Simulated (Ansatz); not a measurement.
A run for Ansatz (an electronic-structure program): U-CCSD(T)/def2-TZVPP on CdH3N (SMILES [NH2][CdH]), a point of a bond scan (R = 3.809 Å). Elements past Kr take the def2 small-core potentials; no spin–orbit coupling.

Ansatz 0.2 input:
```yaml
crystal:
  periodic: [false, false, false]
  atoms:
    - {symbol: Cd, position_ang: [-0.19315055, -0.04077904, -0.22746535]}
    - {symbol: H, position_ang: [-2.53024336, -0.49059871, -3.20119931]}
    - {symbol: N, position_ang: [1.16167798, 0.26842501, 1.25041043]}
    - {symbol: H, position_ang: [1.49906634, -0.57553431, 1.69861765]}
    - {symbol: H, position_ang: [0.84969212, 0.89030603, 1.98723929]}
basis:
  gaussian:
    orbitals: def2-TZVPP
correlation: {method: ccsd_t, electrons: outside_noble_gas}
scf: {omitted_lower_state_checks: [cluster_reference]}
magnetization: {spin_polarized: true, initial_magnetization: 0}
```

It printed:

```
WARN ansatz: RAYON_NUM_THREADS=1 ignored (pool sized by the plan → 1); use --threads N
Functional definition: HF
these checks for a lower state are left out or cut short: cluster_reference
integrals: 0.36 GiB planned
810 factors; integrals over basis functions are off by at most 1.2e-3 eV
mean field: 0.34 GiB planned
mean field evaluation 1: about -6062.2247 eV, gradient 2.6e1 eV
mean field evaluation 2: about -6062.2254 eV, gradient 2.6e1 eV
mean field evaluation 4: about -6065.2358 eV, gradient 2.2e0 eV
mean field evaluation 8: about -6065.2830 eV, gradient 1.2e-3 eV
mean field evaluation 16: about -6065.2830 eV, gradient 3.6e-4 eV
mean field evaluation 32: about -6067.3911 eV, gradient 2.4e-4 eV
mean field evaluation 64: about -6067.3911 eV, gradient 1.2e-2 eV
mean field evaluation 96: about -6067.3911 eV, gradient 5.6e-6 eV
mean field evaluation 128: about -6063.7680 eV, gradient 1.9e1 eV
mean field -6067.39109063 eV, -222.9725099551 hartree, gradient 7.1e-6 eV, S^2 0.982031; 9 other end points of the search recorded, 0 dependent functions left out
5 core orbitals not correlated
reference -6067.39109063 eV, -222.9725099551 hartree; 10, 10 occupied and 114, 114 virtual orbitals, 810 factors
second order -17.88717980 eV of doubles, -0.00000000 eV of singles
coupled cluster: 1.02 GiB planned
cycle   1  -16.82142339 eV  change     1.1e0 eV  update   9.5e-2
cycle   2  -17.18689306 eV  change   -3.7e-1 eV  update   3.0e-2
cycle   3  -17.26836145 eV  change   -8.1e-2 eV  update   2.2e-2
cycle   4  -17.25574347 eV  change    1.3e-2 eV  update   1.0e-2
cycle   5  -17.25106706 eV  change    4.7e-3 eV  update   6.2e-3
cycle   6  -17.25626579 eV  change   -5.2e-3 eV  update   3.6e-3
cycle   7  -17.25825885 eV  change   -2.0e-3 eV  update   2.6e-3
cycle   8  -17.25821487 eV  change    4.4e-5 eV  update   1.9e-3
cycle   9  -17.25910255 eV  change   -8.9e-4 eV  update   1.6e-3
cycle  10  -17.25888797 eV  change    2.1e-4 eV  update   1.3e-3
cycle  11  -17.25948250 eV  change   -5.9e-4 eV  update   9.8e-4
cycle  12  -17.26082186 eV  change   -1.3e-3 eV  update   6.1e-4
cycle  13  -17.26074563 eV  change    7.6e-5 eV  update   3.2e-4
cycle  14  -17.26088191 eV  change   -1.4e-4 eV  update   1.4e-4
cycle  15  -17.26085595 eV  change    2.6e-5 eV  update   6.1e-5
cycle  16  -17.26084669 eV  change    9.3e-6 eV  update   3.0e-5
cycle  17  -17.26084415 eV  change    2.5e-6 eV  update   1.4e-5
coupled cluster: 1.03 GiB planned
perturbative correction -0.62830975 eV, -0.0230899574 hartree
Total energy: -6085.28024453 eV, -223.6299242353 hartree
Checks for a lower state left out: cluster_reference
```

The run converged. Its determinant has ⟨S²⟩ = 0.98, a mixture of spin states.

Cost: roughly 60 core-seconds.
